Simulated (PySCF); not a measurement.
CH7AlP2, SMILES [CH3][Al]([PH2])[PH2].

The structure is a stationary point at ωB97X-D3(BJ)/def2-SVP. The values are those of a single conformer.

These are PySCF with ωB97X/def2-TZVP values and carry that method's errors.

Isolated molecule, no solvent.

Computed frontier levels, gap, dipole moment and polarisability:
```yaml
highest_occupied_level: -9.04 eV
lowest_empty_level: 0.70 eV
orbital_gap: 9.74 eV
dipole_moment: 1.74 D
quadrupole, principal values (traceless, Buckingham form, about the centre of nuclear charge): -6.33, 0.08, 6.25 D·Å
mean_static_polarisability: 94.0 bohr³ (13.93 Å³)
polarisability_principal_values: 72.8, 96.6, 112.6 bohr³
```
